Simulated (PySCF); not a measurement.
Sn(H)3(PH2) (H5PSn), SMILES [SnH3][PH2].

Geometry: PBE-D3(BJ)/def2-TZVP. The def2 effective core potentials stand for the cores of Sn; spin–orbit coupling is left out.

These are PBE0/def2-TZVPD (PySCF) values and carry that method's errors.

Symmetry labels are those of the subgroup Cs that the program uses (full group Cs).

Q: List the valence orbital energies around the gap with their symmetry. (An estimate is asked for; the answer gives what the named calculation found.)

A: 
| orbital | symmetry | energy (eV) |
|---|---|---|
| HOMO−7 | A" | -28.29 |
| HOMO−6 | A' | -17.78 |
| HOMO−5 | A' | -14.11 |
| HOMO−4 | A" | -10.92 |
| HOMO−3 | A' | -9.56 |
| HOMO−2 | A" | -9.12 |
| HOMO−1 | A' | -8.72 |
| HOMO | A' | -7.53 |
| LUMO | A' | -0.65 |
| LUMO+1 | A' | -0.21 |
| LUMO+2 | A" | 0.27 |
| LUMO+3 | A" | 0.54 |
